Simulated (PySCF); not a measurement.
**Shapes and spin states of CuOCl2**

These are results of PBE0/[Cu def2-TZVP, O def2-TZVP, Cl def2-TZVP], no relativity, density fitting, PySCF, not measurements.

Relaxations began from a few typed shapes and spin states; open shells are unrestricted. The search is not exhaustive: other isomers or separated fragments can lie lower, and high-lying points may rest on an excited occupation.

```csv
spin,group,bonds,angles,imaginary modes (cm⁻¹),ΔE (kJ/mol),ΔE with ZPE (kJ/mol)
quartet,Cs,"Cu–Cl 2.074 Å, Cu–Cl 2.213 Å, Cu–O 1.872 Å","Cl–Cu–Cl 158.5°, Cl–Cu–O 68.5°, Cl–Cu–O 133.0°",none,0.0,0.0
broken-symmetry Ms = 1/2 (⟨S²⟩ 1.64),Cs,"Cu–Cl 2.072 Å, Cu–Cl 2.183 Å, Cu–O 1.856 Å","Cl–Cu–Cl 132.5°, Cl–Cu–O 69.4°, Cl–Cu–O 158.1°",none,3.4,3.9
quartet,C2v,"Cu–Cl 2.108 Å (×2), Cu–O 1.742 Å","Cl–Cu–Cl 133.1°, Cl–Cu–O 113.4° (×2)",none,14.5,14.9
broken-symmetry Ms = 1/2 (⟨S²⟩ 1.65),C2v,"Cu–Cl 2.199 Å (×2), Cu–O 1.746 Å","Cl–Cu–Cl 73.7°, Cl–Cu–O 143.1° (×2)",none,15.4,15.8
broken-symmetry Ms = 1/2 (⟨S²⟩ 1.76),C2v,"Cu–Cl 2.108 Å (×2), Cu–O 1.771 Å","Cl–Cu–Cl 129.7°, Cl–Cu–O 115.1° (×2)",145i,44.7,–
quartet,Cs,"Cu–Cl 2.091 Å (×2), Cu–O 1.867 Å","Cl–Cu–Cl 129.6°, Cl–Cu–O 111.5° (×2)",none,51.8,50.7
```

The lowest minimum found is the quartet Cs: Cu–Cl 2.074 Å, Cu–Cl 2.213 Å, Cu–O 1.872 Å; Cl–Cu–Cl 158.5°, Cl–Cu–O 68.5°, Cl–Cu–O 133.0°.

Formally Cu is in oxidation state +4, d7, with 3 unpaired electrons (the high-spin count). The Mulliken spin on Cu is 0.52, so most of the spin sits on the ligands and the formal count fails. The polar-tensor charge on Cu, 0.73, is far below the formal one.

For the lowest minimum: open d and f shells are described by one determinant, and the ground state may have another occupation or spin.
